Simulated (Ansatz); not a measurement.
Level of theory: frozen-core CCSD(T)/aug-cc-pVTZ // PBE0-D3(BJ)/def2-TZVPD in Ansatz (a quantum-chemistry and plane-wave program).

Ansatz 0.2 input:
```yaml
crystal:
  periodic: [false, false, false]
  atoms:
    - { symbol: Si, position_ang: [-1.534859, 0.113809, 0.178867] }
    - { symbol: N, position_ang: [-0.029334, -0.494763, -0.077484] }
    - { symbol: Si, position_ang: [1.528063, -0.228537, 0.37674] }
    - { symbol: H, position_ang: [-2.613879, -0.624683, -0.580802] }
    - { symbol: H, position_ang: [-2.061312, 0.092285, 1.605814] }
    - { symbol: H, position_ang: [-1.77909, 1.560573, -0.222406] }
    - { symbol: H, position_ang: [2.133391, 1.123267, 0.03034] }
    - { symbol: H, position_ang: [2.505859, -1.196931, -0.250053] }
    - { symbol: H, position_ang: [1.85117, -0.345015, 1.85857] }
basis:
  gaussian: { orbitals: aug-cc-pVTZ }
correlation:
  method: ccsd_t
total_charge: -1
```

Output:

```
Functional definition: HF
1568 factors; integrals over basis functions are off by at most 1.2e-3 eV
mean field evaluation 1: about -17301.0210 eV, gradient 2.9e1 eV
mean field evaluation 2: about -17301.1814 eV, gradient 2.9e1 eV
mean field evaluation 4: about -17303.5505 eV, gradient 4.3e0 eV
mean field evaluation 8: about -17303.6183 eV, gradient 1.7e-1 eV
mean field evaluation 16: about -17302.6123 eV, gradient 1.8e1 eV
mean field -17303.61855661 eV, -635.8962531417 hartree, gradient 3.7e-6 eV, S^2 0.000000; 0 other end points of the search recorded, 0 dependent functions left out
11 core orbitals not correlated
reference -17303.61855661 eV, -635.8962531417 hartree; 10, 10 occupied and 263, 263 virtual orbitals, 1568 factors
second order -13.48270851 eV of doubles, -0.00000000 eV of singles
cycle   1  -14.05297382 eV  change   -5.7e-1 eV  update   9.7e-2
cycle   2  -14.48638430 eV  change   -4.3e-1 eV  update   3.1e-2
cycle   3  -14.59702057 eV  change   -1.1e-1 eV  update   1.6e-2
cycle   4  -14.58895298 eV  change    8.1e-3 eV  update   3.7e-3
cycle   5  -14.58675405 eV  change    2.2e-3 eV  update   1.9e-3
cycle   6  -14.58720072 eV  change   -4.5e-4 eV  update   6.1e-4
cycle   7  -14.58711719 eV  change    8.4e-5 eV  update   2.5e-4
cycle   8  -14.58704374 eV  change    7.3e-5 eV  update   1.1e-4
cycle   9  -14.58705812 eV  change   -1.4e-5 eV  update   4.9e-5
cycle  10  -14.58708240 eV  change   -2.4e-5 eV  update   1.9e-5
perturbative correction -0.59042140 eV, -0.0216975861 hartree
Total energy: -17318.79606041 eV, -636.4540161184 hartree
```

Cost: about 20 core-minutes (a rough figure).
